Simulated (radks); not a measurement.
Results of a calculation; reference values are marked as such.
Effect of the nuclear size on neutral cobalt, [Ar] 3d7 4s2. Code: a radial shooting solver on a logarithmic mesh with Libxc functionals. Model: Dirac Kohn-Sham, relativistic LDA (MacDonald-Vosko exchange, VWN5 correlation), spin-unpolarised, spherical densities, finite nucleus; open shells fill j = l - 1/2 first; Fermi nuclear charge, rms radius 3.7875 fm. The rms radius is varied about that value; shifts are against it.

rms radius (fm) = 3.3292: total energy shift (eV) -0.0304; density at nucleus (e/bohr^3) 1.717e+04; 1s1/2 shift (meV) -12.9; 2s1/2 shift (meV) -1.17; 3s1/2 shift (meV) -0.167
rms radius (fm) = 3.6511: total energy shift (eV) -0.00943; density at nucleus (e/bohr^3) 1.71e+04; 1s1/2 shift (meV) -3.99; 2s1/2 shift (meV) -0.365; 3s1/2 shift (meV) -0.052
rms radius (fm) = 3.7875: total energy shift (eV) 0; density at nucleus (e/bohr^3) 1.707e+04; 1s1/2 shift (meV) 0.000; 2s1/2 shift (meV) 0.000; 3s1/2 shift (meV) 0.000
rms radius (fm) = 4.1663: total energy shift (eV) 0.0279; density at nucleus (e/bohr^3) 1.699e+04; 1s1/2 shift (meV) 11.8; 2s1/2 shift (meV) 1.08; 3s1/2 shift (meV) 0.153
rms radius (fm) = 4.7268: total energy shift (eV) 0.0739; density at nucleus (e/bohr^3) 1.69e+04; 1s1/2 shift (meV) 31.3; 2s1/2 shift (meV) 2.86; 3s1/2 shift (meV) 0.406

Slopes of the eigenvalues against <r^2> in GHz/fm^2, as finite differences over the two radii next to the reference (eigenvalue slopes, not the field-shift constants of lines): 1s1/2 949, 2s1/2 86.7, 3s1/2 12.3.
